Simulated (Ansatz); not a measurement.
`ClB(Cl)B1CN1` + H–F → `FB1CN1` + `ClBCl` at 700 K and 1 bar (cleavage of the B–B bond).

Calculated with Ansatz (gas phase, PBE0-D4/def2-TZVP geometries, no zero-point term in ΔE). CCSD(T)/CBS is the MP2 limit (def2-TZVPP, def2-QZVPP) plus CCSD(T) − MP2 in def2-TZVPP, frozen cores. This one scheme is used for every species. One conformer a species, not always the lowest.

| species | CCSD(T)/CBS energy (Eh) | H − E (kJ/mol) | S (J/(mol·K)) |
| --- | --- | --- | --- |
| `ClB(Cl)B1CN1` | -1063.75794 | 213.0 | 478.7 |
| H–F | -100.39570 | 45.2 | 198.5 |
| `FB1CN1` | -219.17153 | 176.2 | 355.7 |
| `ClBCl` | -945.02167 | 75.0 | 318.4 |

H − E and S are ideal-gas, rigid-rotor, harmonic terms from PBE0-D4/def2-TZVP, for one conformer and one mirror image of each species. 1 Eh = 2625.50 kJ/mol, R = 8.31446 J/(mol·K).

**Question.** By hand: ΔE, ΔH, ΔS and ΔG.

**Answer.** ΔE = (-219.17153) + (-945.02167) − (-1063.75794) − (-100.39570) = -0.03956 Eh = -103.9 kJ/mol. Δ(H − E) = 176.2 + 75.0 − 213.0 − 45.2 = -7.0, so ΔH = -110.9 kJ/mol. ΔS = 355.7 + 318.4 − 478.7 − 198.5 = -3.1 J/(mol·K). ΔG = -110.9 − 700 × (-3.1)/1000 = -108.7 kJ/mol.

**Question.** By hand: the equilibrium constant, and the temperature at which ΔG would vanish if ΔH and ΔS stayed fixed.

**Answer.** log₁₀ K = −ΔG/(RT ln 10) = 8.1. ΔG = 0 at ΔH/ΔS = 35774 K, far beyond where these terms or the molecules hold.

The number of gas molecules stays the same, so ΔS is small and ΔH decides. A doubt of 5 kJ/mol in ΔE shifts log₁₀ K by 0.4 here. Other conformers and mirror images would add mixing entropy, several J/(mol·K) or more a flexible species. Modes under 60 cm⁻¹, often nearly free rotors, make the harmonic entropy too high. These are equilibria of isolated gas molecules and say nothing of rates. Largest T1 diagnostic: 0.014 (customary marks: 0.02 for closed shells, 0.045 for open ones).
